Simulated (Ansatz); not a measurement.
A structure relaxed at PBE0-D4/def2-TZVP, charge 0, multiplicity 1:

Cartesian coordinates in Å:
```
C -0.438 -0.604 -0.023
N 0.114 -0.394 -1.107
As 1.167 0.361 0.433
H -1.346 -1.107 0.301
H 0.503 1.744 0.395
```

Give its formula and SMILES.

CH2AsN, `C1=N[AsH]1`.

Summarise the bond lengths by kind.

1 × C–N 1.234 Å; 1 × As–C 1.927 Å; 1 × C–H 1.087 Å; 1 × As–N 2.012 Å; 1 × As–H 1.535 Å.

Program: Ansatz 0.2.0.
